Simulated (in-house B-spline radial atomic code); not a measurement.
Configurations of Co³⁺, with energies counted from [Ar] 3d6. All numbers are computed (non-relativistic r2SCAN0, spin-polarised, spherical fractional occupations, exact exchange averaged over the configuration; point nucleus) with an all-electron radial atomic-structure program (B-spline basis), not measured. Shells without spins written out take the highest spin.

Occupations are held fixed; configurations that lie above the ionisation limit could autoionise.

```json
{"configuration": "[Ar] 3d5 4s1", "E - E(ref) (eV)": "10.969", "highest orbital": "4s up", "its <r> (bohr)": "2.119"}
{"configuration": "[Ar] 3d5 4f1", "E - E(ref) (eV)": "37.288", "highest orbital": "4f up", "its <r> (bohr)": "4.349"}
{"configuration": "[Ne] 3s2 3p5 3d6 4d1", "E - E(ref) (eV)": "90.302", "highest orbital": "4d up", "its <r> (bohr)": "3.182"}
{"configuration": "[Ne] 3s2 3p5 3d6 4f1", "E - E(ref) (eV)": "97.658", "highest orbital": "4f up", "its <r> (bohr)": "4.344"}
```

Order these further configurations by energy, lowest first.
A. [Ne] 3s2 3p5 3d6 4s1
B. [Ar] 3d5 4d1
C. [Ne] 3s2 3p5 3d7
D. [Ar] 3d5 4p1
E. [Ne] 3s2 3p5 3d6 4p1

D (19.053 eV), B (29.984 eV), C (59.83 eV), A (71.188 eV), E (79.311 eV).
